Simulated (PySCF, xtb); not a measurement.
C2H2F3, SMILES F[C](F)CF (connectivity only; charge and spin as stated), charge +1, multiplicity 1.

GFN2-xTB in xtb at its own geometry gives an orbital gap of 2.55 eV.

Geometry optimised at ωB97X-D3(BJ)/def2-SVP. The spin state was assumed, not searched. The isomer is the one that the SMILES or the coordinates give; other isomers of the formula were not compared. One conformer was computed; it need not be the lowest.

**Question.** What does CAM-B3LYP/def2-TZVP (PySCF) give? (Estimate from the structure and the level; the computed values follow.)

**Answer.** gap 9.68 eV (levels -18.49 and -8.82 eV).
